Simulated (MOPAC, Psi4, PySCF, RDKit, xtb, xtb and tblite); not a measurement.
Relaxed torsion scan: SMILES CC(C)(C)CCCl (C6H13Cl). Scanned: dihedral C2–C5–C6–Cl7; all other coordinates were relaxed at GFN2-xTB. Points at φ and −φ are mirror images.

Geometry of the scan point at 0° (Å):
```
20

C     -1.7943     0.4238    -0.4992
C     -0.4795    -0.0388     0.1462
C     -0.5174    -1.5640     0.2561
C     -0.3790     0.6058     1.5297
C      0.6534     0.4374    -0.7881
C      2.1370     0.1616    -0.4791
Cl     2.5441    -0.7377     1.0089
H     -2.6392     0.1192     0.1135
H     -1.8194     1.5069    -0.5979
H     -1.9171    -0.0130    -1.4881
H     -0.5891    -2.0133    -0.7325
H      0.3676    -1.9522     0.7478
H     -1.3865    -1.8710     0.8337
H      0.5095     0.2807     2.0594
H     -0.3518     1.6902     1.4412
H     -1.2465     0.3344     2.1273
H      0.5452     1.5204    -0.8834
H      0.4488     0.0075    -1.7714
H      2.5849    -0.4247    -1.2812
H      2.6820     1.1007    -0.3858
```

Levels: GFN2-xTB (xtb and tblite); MMFF94 // GFN2-xTB (RDKit); PBE/def2-SVP // GFN2-xTB (Psi4); PBE-D3(BJ)/def2-SVP // GFN2-xTB (Psi4); UFF // GFN2-xTB (RDKit); PM6, restricted, heats of formation // GFN2-xTB (MOPAC); AM1, restricted, heats of formation // GFN2-xTB (MOPAC); GFN1-xTB // GFN2-xTB (xtb); RKS-B3LYP/6-31G* = restricted B3LYP/6-31G*, spherical d, density fitting // GFN2-xTB (PySCF); RKS-B3LYP/6-311+G** = restricted B3LYP/6-311+G**, spherical d, density fitting // GFN2-xTB run with PySCF; RMP2/3-21G = restricted MP2 (frozen core)/3-21G // GFN2-xTB (PySCF); RKS-LDA (SVWN5)/6-31G* = restricted LDA (SVWN5)/6-31G*, spherical d, density fitting // GFN2-xTB (PySCF 2.14.0).

Least-squares fit of E(φ) = a0 + Σ (a_n cos nφ + b_n sin nφ), n = 1 to 4, to the 12 scan points, in kJ/mol above the lowest point of each profile (levels whose profile four harmonics don't fit are not listed):

```tsv
method	a0	a1	b1	a2	b2	a3	b3	a4	b4	rms of fit
GFN2-xTB	9.41	7.99	0.00	4.27	0.00	5.58	0.00	-0.37	0.00	0.35
MMFF94	20.45	16.96	0.00	6.90	0.00	8.86	0.00	-1.76	0.00	0.48
PBE/def2-SVP	9.62	6.59	0.00	4.57	0.00	7.48	0.00	-0.34	0.00	0.16
PBE-D3(BJ)/def2-SVP	8.38	5.42	0.00	4.82	0.00	7.66	0.00	-0.35	0.00	0.20
UFF	23.18	21.65	0.00	9.07	0.00	8.56	0.00	-2.22	0.00	0.86
PM6	9.74	10.66	0.00	5.15	0.00	3.63	0.00	-0.91	0.00	0.46
AM1	10.67	11.36	0.00	4.91	0.00	4.20	0.00	-0.19	0.00	0.13
GFN1-xTB	7.05	5.67	0.00	3.62	0.00	4.70	0.00	-0.64	0.00	0.41
RKS-B3LYP/6-31G*	14.55	12.47	0.00	5.13	0.00	6.90	0.00	-0.44	0.00	0.08
RKS-B3LYP/6-311+G**	13.98	12.48	0.00	5.26	0.00	6.47	0.00	-0.33	0.00	0.02
RMP2/3-21G	15.49	13.17	0.00	5.36	0.00	7.21	0.00	-0.86	0.00	0.35
RKS-LDA (SVWN5)/6-31G*	9.99	7.15	0.00	5.13	0.00	7.83	0.00	-0.51	0.00	0.29
```
